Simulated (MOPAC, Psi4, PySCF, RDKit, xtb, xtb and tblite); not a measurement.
Two geometries of SMILES CC(=O)c1ccccc1 (C8H8O), relaxed at GFN2-xTB with one dihedral held; other torsions can differ between them too.

Structure A

```
17

C      2.5845     0.5331    -0.1974
C      1.7072    -0.6057     0.2592
O      2.1340    -1.6219     0.7442
C      0.2457    -0.3484     0.0635
C     -0.4517     0.4469     0.9644
C     -1.8064     0.6678     0.7896
C     -2.4708     0.1003    -0.2846
C     -1.7799    -0.6982    -1.1802
C     -0.4270    -0.9293    -1.0044
H      3.6312     0.3059    -0.0132
H      2.4246     0.7037    -1.2606
H      2.3022     1.4420     0.3303
H      0.0658     0.8836     1.8064
H     -2.3443     1.2839     1.4949
H     -3.5275     0.2765    -0.4207
H     -2.2963    -1.1473    -2.0156
H      0.1136    -1.5601    -1.6949
```

Structure B

```
17

C     -2.5845     0.4885    -0.3282
C     -1.6859    -0.5743     0.2571
O     -2.1172    -1.5965     0.7360
C     -0.2283    -0.2779     0.2199
C      0.6488    -1.3191    -0.0762
C      2.0090    -1.0876    -0.1564
C      2.5085     0.1844     0.0701
C      1.6433     1.2236     0.3728
C      0.2801     1.0003     0.4349
H     -3.5708     0.0717    -0.5143
H     -2.1630     0.8878    -1.2471
H     -2.6842     1.3022     0.3883
H      0.2444    -2.3069    -0.2401
H      2.6809    -1.8991    -0.3934
H      3.5715     0.3667     0.0133
H      2.0334     2.2140     0.5562
H     -0.3843     1.8160     0.6775
```

**Question.** Which is lower in energy at the level B3LYP-D3(BJ)/def2-SVP // GFN2-xTB run with Psi4, and by how much?

**Answer.** B is lower, by 4.01 kcal/mol (dihedral O3–C2–C4–C5: 100° in A, 40° in B).

E(B) − E(A) in kcal/mol at the other levels, on the same two geometries: GFN2-xTB (xtb and tblite) -1.73; MMFF94 // GFN2-xTB (RDKit) -3.72; B3LYP/def2-SVP // GFN2-xTB (Psi4) -3.92; PBE/def2-SVP // GFN2-xTB (Psi4) -4.03; PBE-D3(BJ)/def2-SVP // GFN2-xTB (Psi4) -4.06; UFF // GFN2-xTB (RDKit) -4.81; PM6, restricted, heats of formation // GFN2-xTB (MOPAC) -0.47; PM3, restricted, heats of formation // GFN2-xTB (MOPAC) 0.18; GFN1-xTB // GFN2-xTB (xtb) -2.13; restricted B3LYP/6-31G*, spherical d, density fitting // GFN2-xTB (PySCF) -4.10; restricted MP2 (frozen core)/3-21G // GFN2-xTB (PySCF) -3.85; restricted Hartree-Fock/LANL2DZ, density fitting // GFN2-xTB (PySCF) -4.00; restricted B3LYP/3-21G, density fitting // GFN2-xTB (PySCF) -4.75.
